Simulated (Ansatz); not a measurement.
Cl$_{2}$H$_{4}$SSi$_{2}$, SMILES `Cl[SiH2]S[SiH2]Cl`, relaxed with RKS PBE-D4/def2-SVP in Ansatz 0.2.0 from a rough embedded geometry. The force threshold is 0.03 eV/Å; the program also tests the step.

The species carries charge 0 and has multiplicity 1.

Start:

```xyz
9

Cl   -0.604    3.235   -1.052
Si   -0.609    1.343   -0.306
S     1.309    0.451   -0.606
Si    0.753   -1.309    0.366
Cl   -0.335   -2.512   -0.868
H    -1.656    0.580   -0.988
H    -0.910    1.406    1.145
H     0.017   -1.108    1.632
H     2.034   -2.086    0.678
```

Problem. How much energy does the relaxation release, and in how many steps? (Estimate.)

Solution. Ansatz gave: 3.61 kcal/mol, in 5 steps.

Problem. Which bonds change most? (An estimate is asked.)

Solution. Ansatz gave: S3–Si4 from 2.086 to 2.152 Å; Si4–Cl5 from 2.038 to 2.080 Å; Cl1–Si2 from 2.033 to 2.071 Å; Si2–H6 from 1.464 to 1.499 Å.

Problem. Give the relaxed structure. (Best estimate.)

Solution. Computed: 
```xyz
9

Cl   -0.518    3.294   -1.129
Si   -0.666    1.408   -0.286
S     1.272    0.475   -0.534
Si    0.811   -1.420    0.376
Cl   -0.336   -2.632   -0.866
H    -1.726    0.626   -1.000
H    -1.000    1.544    1.170
H     0.031   -1.217    1.642
H     2.131   -2.079    0.627
```
